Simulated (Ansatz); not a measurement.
## Abstraction of Cl: CBrCl3 + Si(CH3)Cl2 → CBrCl2 + Si(CH3)Cl3

Gas-phase species: CBrCl3 `ClC(Cl)(Cl)Br`, singlet; Si(CH3)Cl2, doublet; CBrCl2 `Cl[C](Cl)Br`, doublet; Si(CH3)Cl3 (methyltrichlorosilane), singlet. A radical takes Cl: the energy is the difference in strength between the C–Cl bond broken and the Si–Cl bond made.

Shapes, held fixed at every level: PBE0-D4/def2-TZVP. Programs: Ansatz 0.2.0. The zero-point and thermal change to 298 K, harmonic and unscaled (PBE0-D4/def2-TZVP), is +1.0 kJ/mol.

```tsv
level	kind	ΔH(298 K) (kJ/mol)	less CCSD(T)/def2-TZVPP
MP2/def2-SVP	perturbation theory	-172.5	+13.5
PBE-D4/def2-TZVPP	GGA	-173.0	+13.0
PBE0-D4/def2-TZVPP	global hybrid	-186.8	-0.8
wB97X-V/def2-TZVPP	range-separated hybrid	-194.0	-8.0
CCSD(T)/def2-SVP	coupled cluster or CI	-181.2	+4.8
CCSD/def2-SVP	coupled cluster or CI	-187.0	-1.0
CCSD/def2-TZVPP	coupled cluster or CI	-192.7	-6.7
CCSD(T)/def2-TZVPP	coupled cluster or CI	-186.0	0.0
```

The highest level, CCSD(T)/def2-TZVPP, gives ΔH(298 K) = -186.0 kJ/mol; the levels span -194.0 to -172.5. The column of differences is taken from that level and isn't an error. No measured value is set beside it here. Open shells run unrestricted. Relativity is left out for Br. Outer-core shells of Br are correlated, in sets that cover them unevenly.
